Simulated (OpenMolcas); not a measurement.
Co3+ (d6) in a complex was computed by CASSCF with the d shell active (OpenMolcas, ANO-RCC-VDZP on the metal). Its lowest spin-free states, and all those of the highest spin:

```json
{"2S+1": "5", "Degeneracy": "2", "E (cm-1)": "0.0"}
{"2S+1": "5", "Degeneracy": "3", "E (cm-1)": "3293"}
{"2S+1": "3", "Degeneracy": "3", "E (cm-1)": "20314"}
{"2S+1": "3", "Degeneracy": "2", "E (cm-1)": "22438"}
{"2S+1": "3", "Degeneracy": "3", "E (cm-1)": "22937"}
{"2S+1": "3", "Degeneracy": "3", "E (cm-1)": "23246"}
{"2S+1": "3", "Degeneracy": "1", "E (cm-1)": "25368"}
{"2S+1": "3", "Degeneracy": "3", "E (cm-1)": "26443"}
{"2S+1": "3", "Degeneracy": "1", "E (cm-1)": "27188"}
{"2S+1": "3", "Degeneracy": "3", "E (cm-1)": "27308"}
{"2S+1": "3", "Degeneracy": "2", "E (cm-1)": "28780"}
{"2S+1": "3", "Degeneracy": "3", "E (cm-1)": "29959"}
```

Question: Is the site octahedral, tetrahedral or cube-like, axial, or of lower symmetry?

Answer: The states with 2S+1 = 5 have orbital degeneracies 2, 3. Threefold states need a cubic site. For d6 at this spin an octahedron puts the threefold T2 below the twofold E and a tetrahedron or cube puts the twofold E below the threefold T2, so the site is a tetrahedron or a cube, which this pattern cannot tell apart. The first gap at this spin, 3290 cm-1, is |10Dq| in ligand-field theory. The run had Co3+ with 4 ligands (chloride) in tetrahedral coordination (Td) at 2.32 Å. A charge of +0.25 e stands 2.8 Å behind each ligand. Ligand basis ANO-RCC-VDZP.

An orbital doublet at a regular site is open to a Jahn-Teller distortion, which this geometry leaves out. Without dynamic correlation the repulsion within the d shell is too large (B by tens of per cent), so at a given field states of lower spin stand too high. Ligand-to-metal charge-transfer states are missing. With no ligand orbital active B as a rule stays too high, so bands that hang on it stand too high and its fall with covalency is understated. With metal d orbitals alone and no dynamic correlation the field as a rule comes out too small, by tens of per cent, by up to half for chloride and softer ligands, and the orbital part of g and χT, which goes as 1/10Dq, too large. The distance lies 4 % over the 2.24 Å that this model takes as the normal distance (a Shannon-type radius plus a fixed donor radius); by an R⁻⁵ law this alone changes a d-shell field by about -16 %. No measured value stands beside these numbers; the geometry is a model, was not optimised and need not be the one that this ion takes.
